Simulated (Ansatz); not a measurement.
Several settings on one geometry of ScO₃ (that of the charge 0 doublet, r2SCAN-D4/def2-TZVP). Ansatz on 4 threads of Arm Neoverse V1 on a shared host; times are rough.

```
atom   x (Å)   y (Å)   z (Å)
 Sc1   0.199  -0.635   0.573
  O2  -1.243   0.595  -0.312
  O3   1.333  -1.326  -0.460
  O4  -0.288   1.365   0.199
```

Totals from different functionals, basis sets or treatments of relativity can't be compared as stabilities.

DK, ANO-RCC and x2c sets are all-electron and run with scalar relativity unless a key says otherwise.

Task: Give the basis size and estimate the energy, ⟨S²⟩ and time of these runs.

| run | method | charge | state | further keys |
| --- | --- | --- | --- | --- |
| 1 | ROKS ωB97X-V/aug-cc-pVDZ | 0 | doublet | scf: {lower_state_search: off} |
| 2 | UKS BHLYP/aug-cc-pVDZ | 0 | doublet | scf: {omitted_lower_state_checks: [starts]} |
| 3 | UKS BLYP-D3(BJ)-ATM/cc-pVTZ-DK | 0 | doublet | scf: {lower_state_search: off}; forces asked |

Result: 
| run | functions | energy (Eh) | ⟨S²⟩ | wall time |
| --- | --- | --- | --- | --- |
| 1 | 128 | -986.2189 | – | 7 s |
| 2 | 128 | -986.2663 | 0.76 | 7 s |
| 3 | 158 | -990.2222 | 0.75 | 2 s |
